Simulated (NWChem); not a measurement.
Species: YCl3 cation, doublet; SMILES of the neutral closed-shell parent [Cl][Y]([Cl])[Cl]

```xyz
4

Y     -0.0727     0.2765    -0.6414
Cl     1.8327    -0.8311     0.5710
Cl    -0.6931    -1.8445     0.5603
Cl    -0.8781     2.2734     0.3092
```
Atoms are numbered in this order, from 1.

Level: PBE0/def2-SVP with def2 effective core potentials on Y, spin-unrestricted (NWChem), optimised geometry, unscaled harmonic frequencies. The spin multiplicity was typed, not searched, and may not be the lowest. def2 effective core potentials on Y; no spin-orbit coupling.

Question: List the harmonic frequencies with IR intensities, and the thermochemistry.

Answer: 
| frequency (cm⁻¹) | IR intensity (km/mol) |
|---|---|
| 58 | 8.0 |
| 64 | 11.1 |
| 192 | 11.3 |
| 255 | 0.5 |
| 353 | 35.1 |
| 431 | 106.9 |

The zero-point energy is 1.9 kcal/mol and the thermal correction to the enthalpy at 298.15 K (with zero-point energy) is 6.4 kcal/mol. The heat capacity Cv is 16.5 cal/(mol K) and the entropy at 298.15 K and 1 atm (symmetry number 1, electronic part: spin degeneracy alone) is 86.8 cal/(mol K).

Rigid rotor and harmonic oscillator; modes under 100 cm⁻¹ make the entropy uncertain.
